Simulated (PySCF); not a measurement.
F4Hf, SMILES [F][Hf+]([F])([F])[F] (connectivity only; charge and spin as stated), charge +1, multiplicity 2.

Geometry: B3LYP-D3(BJ)/def2-SVP. The multiplicity is an assumed one; other spin states were not compared. The def2 effective core potentials stand for the cores of Hf; spin–orbit coupling is left out.

Level of theory: TDA-PBE0/def2-SVPD (PySCF 2.14.0).

Vertical excitations. Gas-phase values at a fixed geometry.

```csv
state,energy (eV),λ (nm),f,main pairs
root 1,1.47,845,0.000,"β HOMO−6→LUMO 64 %, β HOMO−3→LUMO 35 %"
root 2,2.22,559,0.000,"β HOMO−4→LUMO 50 %, β HOMO−9→LUMO 48 %"
root 3,2.42,511,0.000,"β HOMO−8→LUMO 62 %, β HOMO−2→LUMO 37 %"
root 4,2.54,489,0.000,"β HOMO−10→LUMO 43 %, β HOMO−1→LUMO 32 %, β HOMO−5→LUMO 24 %"
root 5,3.03,410,0.000,β HOMO→LUMO 99 %
root 6,3.59,346,0.001,"β HOMO−2→LUMO 63 %, β HOMO−8→LUMO 37 %"
root 7,3.59,345,0.026,"β HOMO−1→LUMO 66 %, β HOMO−10→LUMO 26 %"
root 8,3.73,332,0.000,"β HOMO−3→LUMO 65 %, β HOMO−6→LUMO 35 %"
root 9,4.25,291,0.000,"β HOMO−9→LUMO 51 %, β HOMO−4→LUMO 49 %"
root 10,4.38,283,0.003,β HOMO−7→LUMO 94 %
```
Unrestricted roots are not spin-pure.
